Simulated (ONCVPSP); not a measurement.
## How hard is this zirconium (Zr) ONCV potential?

```json
{"Element": "zirconium (Zr)", "Generator": "ONCVPSP 4.0.1", "Type": "optimised norm-conserving Vanderbilt (ONCV)", "Functional": "LDA (Perdew-Wang 92)", "Relativity": "fully relativistic", "Frozen core": "[Ar] 3d10", "Valence charge": "12", "Reference configuration": "4s2 4p6 4d2 5s1.5 (charge +0.5)", "Partial waves": "4s+5s: rc 2.25 bohr, ncon 5, nbas 9, qcut 6.7 1/bohr, 2 projectors; 4p: rc 1.35 bohr, ncon 4, nbas 9, qcut 5.8 1/bohr, 1 projector; 4d: rc 3.10 bohr, ncon 4, nbas 9, qcut 6.6 1/bohr, 2 projectors, debl 0.4 Ha; f scattering state at 0.28 Ha: rc 2.35 bohr, ncon 4, nbas 8, qcut 5.2 1/bohr, 2 projectors, debl 0.4 Ha", "Local potential": "polynomial inside 1.30 bohr (lpopt 3, dvloc0 1 Ha)", "Core correction": "none"}
```

Open shells are filled in proportion to 2j + 1.

Question: For each optimised wave give the share of its norm inside rc, the residual kinetic energy above qcut (Ha) and the cutoffs (Ha) for errors of 10, 1, 0.1 and 0.01 mHa per electron.

Answer:

```json
{"wave": "4s", "norm inside rc": "0.980", "residual KE": "2.8e-07", "10 mHa": "10.0", "1 mHa": "14.0", "0.1 mHa": "16.9", "0.01 mHa": "19.2"}
{"wave": "5s", "norm inside rc": "0.119", "residual KE": "2.9e-07", "10 mHa": "6.5", "1 mHa": "12.7", "0.1 mHa": "16.2", "0.01 mHa": "19.0"}
{"wave": "4p j=3/2", "norm inside rc": "0.527", "residual KE": "2.9e-03", "10 mHa": "7.9", "1 mHa": "35.9", "0.1 mHa": "138.9", "0.01 mHa": "160.1"}
{"wave": "4p j=1/2", "norm inside rc": "0.554", "residual KE": "2.9e-03", "10 mHa": "7.9", "1 mHa": "37.4", "0.1 mHa": "139.7", "0.01 mHa": "160.9"}
{"wave": "4d j=5/2", "norm inside rc": "0.825", "residual KE": "2.5e-10", "10 mHa": "8.4", "1 mHa": "11.0", "0.1 mHa": "13.3", "0.01 mHa": "15.4"}
{"wave": "d projector 2 j=5/2", "norm inside rc": "0.167", "residual KE": "1.4e-10", "10 mHa": "7.8", "1 mHa": "10.7", "0.1 mHa": "13.2", "0.01 mHa": "15.4"}
{"wave": "4d j=3/2", "norm inside rc": "0.831", "residual KE": "2.5e-10", "10 mHa": "8.4", "1 mHa": "11.1", "0.1 mHa": "13.4", "0.01 mHa": "15.4"}
{"wave": "d projector 2 j=3/2", "norm inside rc": "0.165", "residual KE": "1.5e-10", "10 mHa": "7.8", "1 mHa": "10.7", "0.1 mHa": "13.2", "0.01 mHa": "15.4"}
{"wave": "f projector 1 j=7/2", "norm inside rc": "0.078", "residual KE": "2.8e-05", "10 mHa": "5.0", "1 mHa": "8.9", "0.1 mHa": "11.9", "0.01 mHa": "21.1"}
{"wave": "f projector 2 j=7/2", "norm inside rc": "0.197", "residual KE": "2.2e-04", "10 mHa": "8.3", "1 mHa": "11.7", "0.1 mHa": "14.6", "0.01 mHa": "29.4"}
{"wave": "f projector 1 j=5/2", "norm inside rc": "0.078", "residual KE": "2.8e-05", "10 mHa": "5.0", "1 mHa": "8.9", "0.1 mHa": "11.9", "0.01 mHa": "21.1"}
{"wave": "f projector 2 j=5/2", "norm inside rc": "0.197", "residual KE": "2.3e-04", "10 mHa": "8.3", "1 mHa": "11.7", "0.1 mHa": "14.6", "0.01 mHa": "29.4"}
```

The occupied waves need 37 Ha and 140 Ha for 1 and 0.1 mHa.
